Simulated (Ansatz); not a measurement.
The cluster Au3⁺ (the lowest singlet isomer of a short search), 3 atoms. Hardware: 4 threads of Arm Neoverse V1 on a shared host.

In the def2 sets Au takes a core potential; there is no spin–orbit coupling.

Problem. How many basis functions does each of these Ansatz runs have, and roughly what does it cost? HF/def2-TZVP, charge 1 quintet, energy, from earlier orbitals; PBE0-D4/def2-TZVP, charge 1 singlet, energy, from earlier orbitals; PBE-D4/def2-TZVP, charge 1 singlet, energy, from earlier orbitals; HF/def2-TZVP, charge 1 triplet, energy, from earlier orbitals; PBE-D4/def2-SVP, charge 1 singlet, energy, from earlier orbitals; HSE06-D4/def2-TZVP, charge 1 triplet, energy, from earlier orbitals; r2SCAN-D4/def2-TZVP, charge 1 quintet, energy, from earlier orbitals; HF/def2-TZVP, charge 1 singlet, energy, from earlier orbitals; PBE0-D4/def2-TZVP, charge 1 singlet, relaxation, 3 steps; PBE0-D4/def2-SVP, charge 1 unrestricted singlet, energy with a search over starts; PBE-D4/def2-TZVP, charge 1 unrestricted singlet, energy, from earlier orbitals; r2SCAN-D4/def2-TZVP, charge 1 triplet, energy, from earlier orbitals.

Solution. Other jobs shared the machine, so times can vary by a factor of up to 3. A dash marks memory too small to be measured apart from the calling script's.

```
                                                                              run  functions  fitting or Cholesky vectors  wall time  peak host memory (GiB)
                    HF/def2-TZVP, charge 1 singlet, energy, from earlier orbitals        120                         1626      0.7 s                       –
                 PBE-D4/def2-SVP, charge 1 singlet, energy, from earlier orbitals         96                          960     0.85 s                       –
                PBE-D4/def2-TZVP, charge 1 singlet, energy, from earlier orbitals        120                         1074      1.1 s                       –
                    HF/def2-TZVP, charge 1 quintet, energy, from earlier orbitals        120                         1128      1.9 s                       –
               PBE0-D4/def2-TZVP, charge 1 singlet, energy, from earlier orbitals        120                         1233      1.9 s                       –
   PBE-D4/def2-TZVP, charge 1 unrestricted singlet, energy, from earlier orbitals        120                         1074      1.9 s                       –
                    HF/def2-TZVP, charge 1 triplet, energy, from earlier orbitals        120                         1128      2.1 s                       –
PBE0-D4/def2-SVP, charge 1 unrestricted singlet, energy with a search over starts         96                          978      2.3 s                       –
              HSE06-D4/def2-TZVP, charge 1 triplet, energy, from earlier orbitals        120                         1128      4.9 s                       –
             r2SCAN-D4/def2-TZVP, charge 1 quintet, energy, from earlier orbitals        120                         1074      5.5 s                       –
                         PBE0-D4/def2-TZVP, charge 1 singlet, relaxation, 3 steps        120                         1221        6 s                       –
             r2SCAN-D4/def2-TZVP, charge 1 triplet, energy, from earlier orbitals        120                         1074      6.5 s                       –
```
